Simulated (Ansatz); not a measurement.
C3H3F5 (`FCC(F)C(F)(F)F`), relaxed with RKS PBE0-D4/def2-TZVP in the Gaussian-basis code of Ansatz from a PBE-D4/def2-SVP geometry. The force threshold is 0.005 eV/Å; the program also tests the step.

The species carries charge 0 and has multiplicity 1.

Start:

```xyz
11

F     1.059   -2.144    0.530
C     0.474   -1.180   -0.263
C    -0.014   -0.031    0.605
F    -1.103   -0.423    1.356
C    -0.424    1.190   -0.228
F    -0.902    2.172    0.553
F    -1.375    0.872   -1.134
F     0.652    1.667   -0.901
H    -0.390   -1.615   -0.811
H     1.218   -0.798   -0.996
H     0.805    0.288    1.289
```

```tsv
step	energy (eV)	largest force (eV/Å)	largest move (Å)
1	-16735.1206	0.736	0.000
2	-16735.1653	0.297	0.022
3	-16735.1709	0.033	0.011
4	-16735.1711	0.009	0.003
5	-16735.1712	0.007	0.008
6	-16735.1712	0.007	0.010
7	-16735.1712	0.002	0.003
```

End:

```xyz
11

F     1.068   -2.114    0.520
C     0.460   -1.168   -0.270
C    -0.009   -0.029    0.600
F    -1.089   -0.417    1.347
C    -0.416    1.185   -0.227
F    -0.910    2.147    0.545
F    -1.338    0.875   -1.141
F     0.652    1.674   -0.869
H    -0.391   -1.628   -0.777
H     1.183   -0.810   -1.007
H     0.791    0.283    1.279
```

Hardware: 4 threads of an Arm Neoverse V2 on a shared host. Wall time 33 s, peak host memory 0.82 GiB.
